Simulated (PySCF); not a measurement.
Species: C4H8OSi.
Atom-mapped SMILES: `[CH3:1][O:2][C@@H:3]1[CH:4]=[CH:5][SiH2:6]1` (hydrogens: H7, H8, H9 on C1; H10 on C3; H11 on C4; H12 on C5; H13, H14 on Si6)

Computed by this run: PBE0-D3(BJ)/def2-SVP geometry optimisation, gas phase in PySCF 2.14.0; density fitting, grid level 1; the optimiser is geomeTRIC in internal coordinates, started from a GFN2-xTB structure.

Step 0: E = -14183.5280 eV
```
atom  x, y, z in Å  |  force x, y, z in eV/Å
C1      2.1870    0.2809    0.3015   -0.513  -0.343  -0.321
O2      1.1336   -0.2750   -0.4275   -0.366  -0.062   0.272
C3      0.0047   -0.5587    0.3808    1.019   0.076  -0.400
C4     -1.1539   -1.0913   -0.4201    0.594   0.821   0.575
C5     -2.1628   -0.2496   -0.1811   -0.631   0.659   0.262
Si6    -1.1562    0.9204    0.9047    0.096  -1.446  -0.755
H7      2.5386   -0.4046    1.0850    0.168  -0.143   0.239
H8      2.9955    0.4710   -0.4022    0.329   0.126  -0.139
H9      1.8848    1.2232    0.7803   -0.009   0.315   0.159
H10     0.3046   -1.2550    1.1807    0.022  -0.133   0.325
H11    -1.1194   -1.9720   -1.0423   -0.018  -0.554  -0.399
H12    -3.1718   -0.3285   -0.5530   -0.566  -0.105  -0.202
H13    -0.8028    2.2122    0.3233    0.112   0.595  -0.173
H14    -1.4826    1.0264    2.3276   -0.237   0.195   0.559
```

Problem. Estimate the geometry and energy of step 1. (The exact step hangs on the optimiser's Hessian estimate; all steps are aligned on step 0, rigid shifts and turns removed.)

Solution. E = -14183.6398 eV, largest force 0.246 eV/Å
```
atom  x, y, z in Å  |  force x, y, z in eV/Å
C1      2.2124    0.2553    0.2906    0.093   0.101   0.092
O2      1.1570   -0.3017   -0.4220   -0.017   0.070  -0.022
C3      0.0396   -0.5491    0.3720   -0.048  -0.157   0.131
C4     -1.1465   -1.0465   -0.4213    0.004  -0.059  -0.062
C5     -2.2048   -0.2522   -0.1570    0.123   0.095   0.008
Si6    -1.1586    0.8902    0.8955   -0.210  -0.083  -0.098
H7      2.5932   -0.4249    1.0809   -0.028   0.008  -0.039
H8      3.0318    0.4704   -0.4111   -0.040  -0.032   0.002
H9      1.9163    1.2070    0.7847    0.022  -0.064  -0.041
H10     0.2930   -1.2471    1.2028   -0.005   0.041  -0.045
H11    -1.1063   -1.9292   -1.0816   -0.003   0.089   0.054
H12    -3.2240   -0.3816   -0.5294    0.014   0.004   0.032
H13    -0.8418    2.2357    0.3258    0.017  -0.020  -0.026
H14    -1.5619    1.0732    2.3279    0.077   0.005   0.014
```

The energy changes by -0.1118 eV. The first-order estimate −F·Δx gives -0.2401 eV and the mean of the old and new forces, exact on a quadratic surface, -0.1104 eV. The step makes an angle of 65° with the force vector and moves no atom by more than 0.092 Å.

What follows is the cost of the whole optimisation. Hardware: Arm Neoverse V2, one thread, shared host with 32 logical CPUs at a one-minute load of 17. Cost: 28 s wall, 0.57 GiB resident at most.
